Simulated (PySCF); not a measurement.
Compound: C7H4ClO2 (charge -1).
Structure used (PBE0-D3(BJ)/def2-SVP), in Å, numbered top down from 1:
```xyz
14
C7H4ClO2 angstrom
O      3.8385    2.2951    1.8073
C      3.1858    1.2723    1.5718
O      3.5615    0.1292    1.2515
C      1.6212    1.4043    1.6800
C      0.8772    0.2543    1.3793
C     -0.5122    0.2205    1.4173
C     -1.2161    1.3731    1.7700
C     -0.5131    2.5324    2.0797
C      0.8872    2.5434    2.0349
Cl     1.6304    4.0665    2.4527
H      1.4910   -0.6110    1.1112
H     -1.0496   -0.7010    1.1722
H     -2.3097    1.3748    1.8060
H     -1.0354    3.4497    2.3614
```

Computed, not measured: PySCF 2.14.0, density-fitted response routines, TDDFT CAM-B3LYP/def2-SVPD, vertical, gas phase, core orbitals frozen in the response.

Kohn–Sham orbitals with the atoms that hold most of them (Löwdin shares over 4%, at most four atoms; ? is withheld):

```tsv
orbital	ε (eV)	atoms
HOMO-3	-4.73	Cl10 23%, C9 20%, C6 16%, C4 13%
HOMO-2	-3.97	O3 45%, O1 41%, C2 12%
HOMO-1	-3.86	O3 60%, O1 12%, C4 11%, C2 11%
HOMO	-3.53	?
LUMO	3.89	?
LUMO+1	4.04	C9 19%, C5 19%, C8 17%, C6 15%
LUMO+2	4.18	C7 23%, H13 21%, C6 12%, H12 10%
```

(1) Give the leading atoms of the HOMO.

(2) Give the leading atoms of the LUMO.

(3) How does S1 compare with the orbital gap of 7.42 eV?

(4) Give energy, strength and leading configuration of S1, S2, S3, S4 and S6, and follow the Löwdin shares of the leading atoms from the occupied to the empty orbital.

Results:

(1) O1 (bonded to C) 63%; O3 (bonded to C) 18%; C2 (bonded to C and 2 O) 7%; Cl10 (bonded to C) 5%. By element: oxygen 82%, carbon 7% or more, chlorine 5%.

(2) C7 (bonded to 2 C and H) 20%; C4 (bonded to 3 C) 20%; C6 (bonded to 2 C and H) 12%; C9 (bonded to 2 C and Cl) 10%.

(3) S1 is at 4.27 eV (f = 0.0000), 3.15 eV below the gap, made of HOMO→LUMO (88%). Without the coupling terms of the response equations the lowest excitation would equal the gap.

(4) 
- S1 (4.27 eV, f 0.0000), HOMO→LUMO (88%): O1 63% → at most 10%, O3 18% → at most 10%, C7 at most 5% → 20%, C4 at most 5% → 20%
- S2 (4.54 eV, f 0.0000), HOMO-1→LUMO (90%): O3 60% → at most 10%, O1 12% → at most 10%, C7 at most 7% → 20%, C4 11% → 20%
- S3 (4.93 eV, f 0.0000), HOMO→LUMO+1 (79%): O1 63% → at most 16%, O3 18% → at most 16%, C9 at most 5% → 19%, C5 at most 5% → 19%
- S4 (5.15 eV, f 0.0000), HOMO-1→LUMO+1 (77%): O3 60% → at most 16%, O1 12% → at most 16%, C9 at most 7% → 19%, C5 at most 7% → 19%
- S6 (5.27 eV, f 0.014), HOMO-2→LUMO (81%): O3 45% → at most 10%, O1 41% → at most 10%, C7 at most 2% → 20%, C4 at most 2% → 20%

Löwdin shares depend on the basis, the more so with diffuse functions.
